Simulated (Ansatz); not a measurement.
Calculated with Ansatz (gas phase, PBE0-D4/def2-TZVP geometries, no zero-point term in ΔE). CCSD(T)/CBS is the MP2 limit (def2-TZVPP, def2-QZVPP) plus CCSD(T) − MP2 in def2-TZVPP, frozen cores. This one scheme is used for every species. DFT in def2-TZVPP. One conformer a species, not always the lowest.

Reaction (cleavage of the Si–Si bond): `F[Si](F)([SiH3])Cl` + H₂S → `F[Si](F)(S)Cl` + SiH₄

```
             species  CAM-B3LYP energy (Eh)
`F[Si](F)([SiH3])Cl`            -1240.97189
                 H₂S             -399.41435
     `F[Si](F)(S)Cl`            -1348.51785
                SiH₄             -291.89123
```

(1) Work out ΔE.

Largest T1 diagnostic among the species: 0.012.

Results:

(1) ΔE = (-1348.51785) + (-291.89123) − (-1240.97189) − (-399.41435) = -0.02284 Eh = -14.3 kcal/mol. CCSD(T)/CBS gives -14.8 kcal/mol.

From BLYP to BHLYP (50 % exact exchange), in def2-TZVPP and without D4, ΔE moves by −2.3 kcal/mol. Leaving LDA and LC-ωPBE aside and taking each functional with its dispersion term where it has one, the values, not all of them listed here, spread over 3.4 kcal/mol, from ωB97M-V to PBE-D4.
